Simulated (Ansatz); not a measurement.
Reaction (SMILES): C=C(C)C -> [CH]=C(C)C + H atom (the C-H bond at the site shown breaks; other sites are not compared here)
Structures are relaxed separately at B3LYP-D3(BJ)/def2-TZVP in Ansatz (a first-principles code). Markedly spin-contaminated UHF reference, which strains HF, MP2 and, less, CCSD(T): [CH]=C(C)C.

Quantity: bond dissociation energy (electronic energy difference), in kcal/mol. Correlated levels leave the core frozen unless marked. Open shells are spin-unrestricted. Spin-orbit coupling is left out. Non-relativistic. 

```json
[
 {"level": "HF/6-31G", "program": "Ansatz", "bond dissociation energy (kcal/mol)": "90.0"},
 {"level": "RI-HF/cc-pVQZ", "program": "Ansatz", "bond dissociation energy (kcal/mol)": "91.5"},
 {"level": "PBE-D4/def2-TZVPD", "program": "Ansatz + dftd4", "bond dissociation energy (kcal/mol)": "115.1"},
 {"level": "BLYP-D4/def2-TZVPD", "program": "Ansatz + dftd4", "bond dissociation energy (kcal/mol)": "115.6"},
 {"level": "BLYP/def2-TZVPD", "program": "Ansatz", "bond dissociation energy (kcal/mol)": "114.7"},
 {"level": "r2SCAN-D4/def2-TZVPD", "program": "Ansatz + dftd4", "bond dissociation energy (kcal/mol)": "113.8"},
 {"level": "B97M-V/def2-TZVPD", "program": "Ansatz", "bond dissociation energy (kcal/mol)": "117.4"},
 {"level": "B3LYP-D3(BJ)/def2-TZVPD", "program": "Ansatz + dftd3", "bond dissociation energy (kcal/mol)": "117.5"},
 {"level": "B3LYP-D4/def2-TZVPD", "program": "Ansatz + dftd4", "bond dissociation energy (kcal/mol)": "117.4"},
 {"level": "BHLYP-D4/def2-TZVPD", "program": "Ansatz + dftd4", "bond dissociation energy (kcal/mol)": "116.6"},
 {"level": "BHLYP/def2-TZVPD", "program": "Ansatz", "bond dissociation energy (kcal/mol)": "116.2"},
 {"level": "LC-wPBE-D4/def2-TZVPD", "program": "Ansatz + dftd4", "bond dissociation energy (kcal/mol)": "115.4"},
 {"level": "B2GP-PLYP-D3(BJ)/def2-TZVPD", "program": "Ansatz + dftd3", "bond dissociation energy (kcal/mol)": "117.5"},
 {"level": "B2PLYP-D4/def2-TZVPD", "program": "Ansatz + dftd4", "bond dissociation energy (kcal/mol)": "117.3"},
 {"level": "RPA@PBE/cc-pVTZ", "program": "Ansatz", "bond dissociation energy (kcal/mol)": "117.0"},
 {"level": "MP2/6-31G", "program": "Ansatz", "bond dissociation energy (kcal/mol)": "113.0"},
 {"level": "RI-MP2/aug-cc-pVTZ", "program": "Ansatz", "bond dissociation energy (kcal/mol)": "123.1"},
 {"level": "SCS-MP2/6-31G", "program": "Ansatz", "bond dissociation energy (kcal/mol)": "114.6"},
 {"level": "SCS-MP2/6-31G*", "program": "Ansatz", "bond dissociation energy (kcal/mol)": "117.5"},
 {"level": "CCSD(T)/6-31G", "program": "Ansatz", "bond dissociation energy (kcal/mol)": "107.7"}
]
```
